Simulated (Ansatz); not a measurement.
Total energies of C₃InN₃O₃ (`O=C=[N][In]([N]=C=O)[N]=C=O`).

```xyz
10

O    -0.127    4.067    0.132
C    -0.429    2.949    0.019
N    -0.824    1.816   -0.116
In    0.001    0.000   -0.003
N     1.944   -0.190    0.421
C     2.706   -1.115    0.558
O     3.502   -1.952    0.706
N    -1.117   -1.626   -0.314
C    -2.277   -1.833   -0.575
O    -3.378   -2.116   -0.827
```

The species carries charge 0 and has multiplicity 1. Correlated methods include outer-core shells of In, which these sets cover unevenly. In: def2 effective core potential. All single points use the PBE0-D4/def2-TZVP geometry. It is one conformer, not always the lowest. Basis def2-TZVPP, Ansatz 0.2.0.

RPA on PBE orbitals: Hartree–Fock energy of these orbitals -690.93514 Eh, correlation -2.88170 Eh (frozen core).

| functional | energy without D4 (Eh) | D4 term (kJ/mol) |
| --- | --- | --- |
| LDA (SPW92) | -690.45362 | – |
| PBE | -694.14663 | -27.5 |
| revPBE | -694.59707 | -74.7 |
| BLYP | -694.56699 | -58.3 |
| r2SCAN | -694.50289 | -7.2 |
| B97M-V | -694.59753 | – |
| PBE0 | -694.12046 | -23.8 |
| B3LYP | -694.73933 | -44.2 |
| r2SCANh | -694.45071 | -7.8 |
| r2SCAN0 | -694.37556 | -8.6 |
| HSE06 (plane-wave form) | -694.09682 | -22.4 |
| BHLYP | -694.32208 | -36.8 |
| CAM-B3LYP | -694.45906 | -24.6 |
| LC-ωPBE | -694.35802 | – |
| ωB97X-V | -694.49081 | – |
| ωB97M-V | -694.50665 | – |
| B2PLYP | -694.12771 | – |
| PBE-QIDH | -693.83336 | – |

B3LYP takes the VWN-RPA correlation (the form of Gaussian; ORCA's B3LYP/G). HSE06 is the plane-wave form, built on full-range PBE exchange. The double hybrids freeze the cores in their second-order part.

LC-ωPBE has ω = 0.4 bohr⁻¹.
